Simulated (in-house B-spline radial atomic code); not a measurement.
# One electron outside the [He] 2s2 2p6 core: Ce47+

Computed with an all-electron radial atomic-structure program (B-spline basis), no-pair Dirac-Coulomb Hamiltonian, finite nucleus. Rungs: frozen-core Dirac-Hartree-Fock (DHF); Brueckner orbitals from the second-order correlation potential; the same with the Coulomb interaction screened by the core and the hole-particle interaction summed; Breit and QED terms from differences of relaxed Dirac-Fock atoms, where computed. Partial waves beyond l = 6 are extrapolated. The tables show a selection of states; those near core-excited levels, with erratic corrections or far from their DHF start are never shown.

Command:
```bash
python run_mb.py task.json out
```
Settings (nuclear radius in fm, box in bohr, cutoff in hartree):
```
basis_form          2
Z                   58
core_configuration  [He] 2s2 2p6
rms_radius          4.8771
mass_number         140
speed_of_light      137.036
box_radius          4.4
lmax                6
intervals           59
virtual_cutoff      6728.0
```

Time taken, with all properties: 19 s on 1 thread of Intel(R) Xeon(R) 6975P-C (shared host).

Removal energies (eV):

| state | DHF | second order | screened | Breit + QED | final |
| --- | --- | --- | --- | --- | --- |
| 3s1/2 | 3967.5 | 3968.37 | 3968.37 | -4.56 | 3963.81 |
| 3p1/2 | 3856.16 | 3857.29 | 3857.28 | -4.29 | 3853 |
| 3p3/2 | 3734.97 | 3735.99 | 3735.98 | -2.74 | 3733.25 |
| 3d3/2 | 3595.46 | ? | ? | ? | ? |
| 3d5/2 | 3567.4 | 3568.54 | 3568.54 | -0.954 | 3567.58 |
| 4s1/2 | 2159.37 | 2159.76 | 2159.76 | -1.8 | 2157.95 |
| 4p1/2 | 2113.35 | 2113.82 | 2113.82 | -1.7 | 2112.12 |
| 4p3/2 | 2063.94 | 2064.39 | 2064.38 | -1.08 | 2063.3 |
| 4d3/2 | 2011.05 | 2011.48 | 2011.47 | -0.696 | 2010.78 |
| 4d5/2 | 1998.94 | ? | ? | ? | ? |

What does correlation do to 3d3/2?

It adds 1.234 eV to the removal energy in second order and 1.226 eV with screening; Breit and QED add -1.9 eV, for a final 3594.79 eV.

What does correlation do to 4d5/2?

It adds 0.3957 eV to the removal energy in second order and 0.3917 eV with screening; Breit and QED add -0.351 eV, for a final 1998.98 eV.

How does the lowest state compare with the NIST ionisation energy?

3s1/2 is bound by 3963.8 eV, without recoil; NIST lists 3963 ± 4 eV (tabulated theory), a difference of +0.81 eV.

Electric-dipole lines from 3s1/2 (reduced matrix elements in atomic units, length form, static core polarisation, sign of DHF taken positive):

```csv
upper,DHF,+ core polarisation,+ Brueckner,λ (nm),A (s⁻¹)
3p1/2,0.1938,0.1919,0.1918,11.188,2.66e+10
3p3/2,0.2808,0.2782,0.2781,5.3774,2.52e+11
```

What radiative lifetime does 3d3/2 get from its electric-dipole decays?

The rates to lower computed states sum to 2.56e+11 s⁻¹, a lifetime of 0.0039 ns.

Magnetic hyperfine constants per unit nuclear g factor (MHz, nucleus as a uniformly magnetised ball; they apply to isotopes with nuclear spin):

| state | DHF | + core polarisation | + Brueckner |
| --- | --- | --- | --- |
| 3s1/2 | 2.054e+06 | 2.107e+06 | 2.109e+06 |
| 3p1/2 | 656600 | 674800 | 675500 |
| 3p3/2 | 95080 | 92970 | 93060 |
| 4s1/2 | 830000 | 848900 | 849600 |
| 4p1/2 | 268400 | 274700 | 274900 |
| 4p3/2 | 39190 | 38220 | 38240 |
